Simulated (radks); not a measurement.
The numbers below are computed, except where a source is named.
Q: Species: the chromium ion Cr18+. Configuration: [He] 2s2 2p1.75 3p0.25 (fractional occupations, a model configuration). Level of theory: scalar-relativistic Kohn-Sham, Wu-Cohen GGA, spin-polarised, spherical densities, finite nucleus; open shells are filled with parallel spins first; Fermi nuclear charge, rms radius 3.6452 fm (a radial shooting solver on a logarithmic mesh with Libxc functionals). Some entries of the table are withheld. Estimate them.

orbital,occ.,eigenvalue (hartree),<1/r> (bohr^-1),<r> (bohr)
1s up,1,-251.1004,23.93,0.06333
1s down,1,-250.7190,23.96,0.06323
2s up,1,-52.65540,5.520,(1)
2s down,1,-51.99501,5.482,(2)
2p up,1.75,-50.00238,5.417,0.2332
2p down,0,-49.20670,5.389,0.2347
3p up,0.25,(3),2.248,(4)
3p down,0,(5),2.243,(6)

A: 
(1) 2s up <r> (bohr): 0.2704
(2) 2s down <r> (bohr): 0.2717
(3) 3p up eigenvalue (hartree): -20.53871
(4) 3p up <r> (bohr): 0.6188
(5) 3p down eigenvalue (hartree): -20.25839
(6) 3p down <r> (bohr): 0.6209
